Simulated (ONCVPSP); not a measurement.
# Potentials for V (Z = 23) compared

Generated with ld1.x 7.5 (TM, RRKJ, ultrasoft, PAW), atompaw 4.2 or ONCVPSP 4.0.1. The cutoff is in Ry: for ld1.x and atompaw files where the sum of valence levels is converged to 10 mRy in a Bessel basis, for ONCV files where the hardest occupied wave has 1 mHa per electron of residual kinetic energy. The error is the largest all-electron minus pseudo excitation energy over each file’s own four to seven test configurations (ionisations up to +4, promotions, holes and added fractions of an electron), all of which were solved. The labels leave out finer settings (local radius, basis sizes, second energies), which also bear on the numbers. Spin-polarised tests are not counted. The rows are a selection from randomly drawn settings: files with unsolved tests, undetermined cutoffs or missed reference levels are left out.

A true bound ghost makes a file unfit for plane-wave use even where its test errors are small: the radial tests pick states by their node count and pass the ghost by.

```tsv
potential	cutoff (Ry)	largest error (meV)	bound ghosts
ONCV, revPBE, scalar-relativistic, rc 1.65/1.40/1.90 (spd), local smoothed, core correction yes, reference 3s2 3p6 3d3 4s2, qcut 6.6/8.3/10, projectors 2/2/2	62	+46	none
ONCV, PBE, scalar-relativistic, rc 2.25/2.30/2.20 (spd), local smoothed, core correction yes, reference 3d3 4s2, qcut 2.6/3.1/7.8, projectors 2/1/2	46	-137	none
ONCV, PW91, scalar-relativistic, rc 1.20/1.10/1.60 (spd), local smoothed, core correction no, reference 3s2 3p6 3d2, qcut 7.9/8.5/10.4, projectors 2/3/2	77	+48	none
ONCV, PBE, scalar-relativistic, rc 1.40/1.05/1.30/1.05 (spdf), local f, core correction yes, reference 3s2 3p6 3d3 4s1.5, qcut 10.7/8/9.6/9.9, projectors 2/2/2/0	80	-45	none
ONCV, PBE, scalar-relativistic, rc 1.35/1.60/2.05 (spd), local smoothed, core correction yes, reference 3s2 3p6 3d3, qcut 7.2/9.9/8.7, projectors 1/3/2	51	+209	none
ONCV, BLYP, scalar-relativistic, rc 1.15/1.60/2.35 (spd), local smoothed, core correction yes, reference 3s2 3p6 3d3, qcut 13.2/8/7.2, projectors 1/1/3	95	+291	d
ONCV, PBEsol, scalar-relativistic, rc 1.65/1.30/1.55 (spd), local smoothed, core correction yes, reference 3s2 3p6 3d3 4s2, qcut 9.6/10.4/8.4, projectors 2/2/2	60	-220	none
```

Q: Fill in the row for V: ONCV, PBEsol, scalar-relativistic, rc 1.65/1.40/1.10/1.50 (spdf), local smoothed, core correction yes, reference 3s2 3p6 3d3 4s2, qcut 9/7.9/8.4/7.3, projectors 2/2/1/3.

A: cutoff 266 Ry, largest error +1.7 meV, bound ghosts: none.
